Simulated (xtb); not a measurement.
OZr (SMILES [O]=[Zr]), singlet, at a GFN2-xTB geometry (such geometries of metal compounds can be far from the true shape); GFN2-xTB (xtb).

xtb was given this input:
```
$ xtb mol.xyz --gfn 2 --opt --json

# file mol.xyz
2

Zr    -0.00000000    -0.00000000    -0.29196683
O      0.00000000     0.00000000     1.45983413
```

The log (banner, timings and long lists left out):

```
   ID    Z sym.   atoms
    1   40 Zr     1
    2    8 O      2

           -------------------------------------------------
          |                Calculation Setup                |
           -------------------------------------------------

           -------------------------------------------------
          |                 G F N 2 - x T B                 |
           -------------------------------------------------

          ...................................................
          :                      SETUP                      :
          :.................................................:
          :  # basis functions                  14          :
          :  # atomic orbitals                  13          :
          :  # shells                            5          :
          :  # electrons                        10          :
          :  max. iterations                   250          :
          :  Hamiltonian                  GFN2-xTB          :
          :  restarted?                      false          :
          :  GBSA solvation                  false          :
          :  PC potential                    false          :
          :  electronic temp.          300.0000000     K    :
          :  accuracy                    1.0000000          :
          :  -> integral cutoff          0.2500000E+02      :
          :  -> integral neglect         0.1000000E-07      :
          :  -> SCF convergence          0.1000000E-05 Eh   :
          :  -> wf. convergence          0.1000000E-03 e    :
          :  Broyden damping             0.4000000          :
          :  net charge                          0          :
          :  unpaired electrons                  0          :
          ...................................................

 iter      E             dE          RMSdq      gap      omega  full diag
   1     -5.2569828 -0.525698E+01  0.459E+01    0.89       0.0  T
   2     -5.4073816 -0.150399E+00  0.154E+01    1.63       1.0  T
   3     -5.5079033 -0.100522E+00  0.892E+00    1.55       1.0  T
   4     -5.3777702  0.130133E+00  0.184E+01    1.23       1.0  T
   5     -5.5065515 -0.128781E+00  0.242E+00    1.71       1.0  T
   6     -5.5084718 -0.192037E-02  0.139E+00    1.70       1.0  T
   7     -5.5090803 -0.608478E-03  0.254E-01    1.66       1.0  T
   8     -5.5090698  0.105347E-04  0.210E-01    1.65       1.0  T
   9     -5.5090877 -0.178982E-04  0.459E-02    1.66       1.5  T
  10     -5.5090884 -0.722649E-06  0.224E-02    1.66       3.2  T
  11     -5.5090886 -0.232279E-06  0.369E-03    1.66      19.2  T
  12     -5.5090887 -0.817433E-08  0.148E-03    1.66      47.7  T
  13     -5.5090887 -0.960734E-09  0.769E-04    1.66      91.9  T
  14     -5.5090887 -0.347861E-09  0.203E-05    1.66    3483.7  T

   *** convergence criteria satisfied after 14 iterations ***

         :::::::::::::::::::::::::::::::::::::::::::::::::::::
         ::                     SUMMARY                     ::
         :::::::::::::::::::::::::::::::::::::::::::::::::::::
         :: total energy              -5.480884037583 Eh    ::
         :: gradient norm              0.000117199562 Eh/a0 ::
         :: HOMO-LUMO gap              1.658013700731 eV    ::
         ::.................................................::
         :: SCC energy                -5.509088654963 Eh    ::
         :: -> isotropic ES            0.036448976713 Eh    ::
         :: -> anisotropic ES          0.013353836402 Eh    ::
         :: -> anisotropic XC         -0.011844728164 Eh    ::
         :: -> dispersion             -0.000891478787 Eh    ::
         :: repulsion energy           0.028204617380 Eh    ::
         :: add. restraining           0.000000000000 Eh    ::
         :: total charge              -0.000000000000 e     ::
         :::::::::::::::::::::::::::::::::::::::::::::::::::::

      -----------------------------------------------------------
[...]
 * total energy  :    -5.4808840 Eh     change       -0.1367795E-12 Eh
   *** GEOMETRY OPTIMIZATION CONVERGED AFTER 1 ITERATIONS ***
         :: total energy              -5.480884037584 Eh    ::
[...]
         :: gradient norm              0.000117125460 Eh/a0 ::
         :: HOMO-LUMO gap              1.658014194181 eV    ::
         ::.................................................::
         :: SCC energy                -5.509088654963 Eh    ::
         :: -> isotropic ES            0.036449116682 Eh    ::
         :: -> anisotropic ES          0.013353848392 Eh    ::
         :: -> anisotropic XC         -0.011844716493 Eh    ::
         :: -> dispersion             -0.000891479051 Eh    ::
         :: repulsion energy           0.028204617380 Eh    ::
         :: add. restraining           0.000000000000 Eh    ::
         :: total charge              -0.000000000000 e     ::
         :::::::::::::::::::::::::::::::::::::::::::::::::::::

           -------------------------------------------------
          |                Property Printout                |
           -------------------------------------------------

    * Orbital Energies and Occupations

         #    Occupation            Energy/Eh            Energy/eV
      -------------------------------------------------------------
         1        2.0000           -0.6372712             -17.3410
         2        2.0000           -0.4220127             -11.4836
         3        2.0000           -0.3837873             -10.4434
         4        2.0000           -0.3837873             -10.4434
         5        2.0000           -0.3179350              -8.6515 (HOMO)
         6                         -0.2570041              -6.9934 (LUMO)
         7                         -0.2570041              -6.9934
         8                         -0.2338535              -6.3635
         9                         -0.2338535              -6.3635
        10                         -0.1320479              -3.5932
        11                         -0.0138858              -0.3779
        12                         -0.0138858              -0.3779
        13                          0.3020969               8.2205
      -------------------------------------------------------------
                  HL-Gap            0.0609309 Eh            1.6580 eV
             Fermi-level           -0.2877784 Eh           -7.8308 eV

     #   Z          covCN         q      C6AA      α(0)
     1  40 Zr       0.702     0.524  1594.777   117.882
     2   8 O        0.702    -0.524    24.408     6.620

 Mol. C6AA /au·bohr⁶  :       1931.444891
 Mol. C8AA /au·bohr⁸  :     282986.900645
 Mol. α(0) /au        :        124.501414

Wiberg/Mayer (AO) data.
largest (>0.10) Wiberg bond orders for each atom

 ---------------------------------------------------------------------------
     #   Z sym  total        # sym  WBO       # sym  WBO       # sym  WBO
 ---------------------------------------------------------------------------
     1  40 Zr   2.348 --     2 O    2.348
     2   8 O    2.348 --     1 Zr   2.348
 ---------------------------------------------------------------------------

Topologies differ in total number of bonds
Writing topology from bond orders to xtbtopo.mol

molecular dipole:
                 x           y           z       tot (Debye)
 q only:        0.000       0.000      -1.736
   full:        0.000      -0.000      -2.993       7.608
molecular quadrupole (traceless):
                xx          xy          yy          xz          yz          zz
 q only:        1.915       0.000       1.915       0.000       0.000      -3.831
  q+dip:        1.021       0.000       1.021       0.000      -0.000      -2.042
   full:        2.288      -0.000       2.288       0.000      -0.000      -4.576

optimized geometry written to: xtbopt.xyz

           -------------------------------------------------
          | TOTAL ENERGY               -5.480884037584 Eh   |
          | GRADIENT NORM               0.000117125460 Eh/α |
          | HOMO-LUMO GAP               1.658014194181 eV   |
           -------------------------------------------------
```
